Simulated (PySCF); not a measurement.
Ligand exchange on a metal centre used in film growth or etching (Ta Cl-F). Isolated molecules, 0 K electronic values unless said otherwise. In the def2 sets, heavy atoms carry core potentials. All members: neutral, multiplicity 1. Level: B3LYP-D3(BJ)/def2-TZVP // PBE-D3(BJ)/def2-SVP (PySCF), beside PBE-D3(BJ)/def2-TZVP // PBE-D3(BJ)/def2-SVP (PySCF) at the same geometries. B3LYP has the VWN-RPA correlation part, as in Gaussian.  Orbital energies are measured against the vacuum level.

| species | LUMO, PBE (eV) | LUMO, B3LYP-D3(BJ) (eV) |
|---|---|---|
| [Ta(Cl)5] | -4.48 | -4.02 |
| [Ta(Cl)3(F)2] | -4.28 | -3.82 |
| [Ta(Cl)4(F)] | -4.19 | -3.71 |
| [Ta(Cl)2(F)3] | -3.92 | -3.43 |
| [Ta(F)5] | -3.53 | -3.07 |
| [Ta(Cl)(F)4] | -3.52 | withheld |

Task: Fit y = a + b·x, y being the LUMO at the first level, to the 5 complete rows by least squares, with x = the PBE value in eV. Give a, b and the rms residual, and predict the withheld value.

Result: Means of the 5 rows: x̄ = -4.08, ȳ = -3.61 eV. Σ(x − x̄)² = 0.5402 and Σ(x − x̄)(y − ȳ) = 0.5428, so b = 1.005 and a = ȳ − b·x̄ = 0.490 eV. The rms residual is 0.013 eV. At x = -3.52 the line gives -3.05 eV, outside the range of the fitted rows. The run for [Ta(Cl)(F)4] gave -3.06 eV, so the line is off by 0.01 eV, within twice the rms residual.

Codes: PySCF.
